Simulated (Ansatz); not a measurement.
Geometry optimisation, UKS B3LYP/STO-3G in Ansatz.

Input file:

```yaml
crystal:
  periodic: [false, false, false]
  atoms:
    - { symbol: C, position_ang: [-0.103, -2.11, 0.4618] }
    - { symbol: C, position_ang: [0.8385, -0.9939, 0.0218] }
    - { symbol: B, position_ang: [0.4322, 0.424, 0.646] }
    - { symbol: C, position_ang: [0.1807, 1.6782, -0.2721] }
    - { symbol: "N", position_ang: [-1.0683, 1.3623, -1.0959] }
    - { symbol: F, position_ang: [-0.13, 2.7971, 0.5181] }
    - { symbol: H, position_ang: [0.1621, -3.0337, -0.0025] }
    - { symbol: H, position_ang: [-1.1381, -1.7874, 0.1017] }
    - { symbol: H, position_ang: [-0.1452, -2.1645, 1.5975] }
    - { symbol: H, position_ang: [0.8469, -0.9115, -1.0619] }
    - { symbol: H, position_ang: [1.8517, -1.2738, 0.3799] }
    - { symbol: H, position_ang: [0.4762, 0.554, 1.8523] }
    - { symbol: H, position_ang: [0.9243, 1.8991, -0.9484] }
    - { symbol: H, position_ang: [-1.2398, 2.1795, -1.7207] }
    - { symbol: H, position_ang: [-1.9101, 1.3296, -0.4484] }
magnetization:
  spin_polarized: true
basis:
  gaussian: { orbitals: STO-3G }
hamiltonian:
  xc: b3lyp
relax:
  f_tol: 0.02
  max_steps: 40
```

Launched with:

```bash
$ ansatz run input.yaml --threads 1 --pin off --max-ram 2048MiB --backend cpu --events-out ev --progress --plain --runs-dir out
```

Question: Where does it end, and by what steps?

Answer: The run converged. The force dipped under the threshold on the way, but the program's further checks kept it going. Limits of this set-up: minimal basis. After 24 steps the energy has fallen by 1.721 eV; H14 moved furthest, 1.38 Å. Joined: B3–N5 (2.48 → 1.63 Å).

| step | energy less start (eV) | largest force component (eV/Å) | accepted |
| --- | --- | --- | --- |
| 0 | 0.0000 | 4.503 | yes |
| 1 | -0.4790 | 1.465 | yes |
| 2 | -0.5747 | 0.577 | yes |
| 3 | -0.5800 | 0.725 | yes |
| 4 | -0.5950 | 0.136 | yes |
| 5 | -0.5988 | 0.074 | yes |
| 6 | -0.6022 | 0.466 | yes |
| 7 | -0.6094 | 0.214 | yes |
| 8 | -0.6284 | 0.220 | yes |
| 9 | -0.6597 | 0.559 | yes |
| 10 | -0.6923 | 1.236 | yes |
| 11 | -0.8302 | 1.840 | yes |
| 12 | -1.1293 | 1.825 | yes |
| 13 | -1.4230 | 1.369 | yes |
| 14 | -1.5472 | 1.016 | yes |
| 15 | -1.6490 | 0.651 | yes |
| 16 | -1.6875 | 0.260 | yes |
| 17 | -1.7126 | 0.311 | yes |
| 18 | -1.7193 | 0.090 | yes |
| 19 | -1.7172 | 0.213 | no |
| 20 | -1.7207 | 0.032 | yes |
| 21 | -1.7211 | 0.025 | yes |
| 22 | -1.7208 | 0.046 | no |
| 23 | -1.7213 | 0.010 | yes |
| 24 | -1.7214 | 0.014 | yes |

```xyz
15
Properties=species:S:1:pos:R:3
C -0.151 -2.083 0.320
C 0.758 -0.850 0.020
B 0.146 0.539 0.533
C 0.459 1.885 -0.263
N -0.969 1.209 -0.443
F 0.364 3.163 0.254
H 0.310 -3.019 -0.034
H -1.131 -1.984 -0.174
H -0.330 -2.180 1.402
H 0.971 -0.830 -1.064
H 1.730 -1.016 0.516
H -0.170 0.650 1.655
H 0.964 1.877 -1.259
H -1.202 0.838 -1.396
H -1.771 1.749 -0.037
```

Whether the end is a true minimum wasn't checked by a vibrational analysis.

The run took 95 s on 1 thread of AMD EPYC 7B13 (Zen 3), with other jobs on the host, peak memory 0.2 GiB.
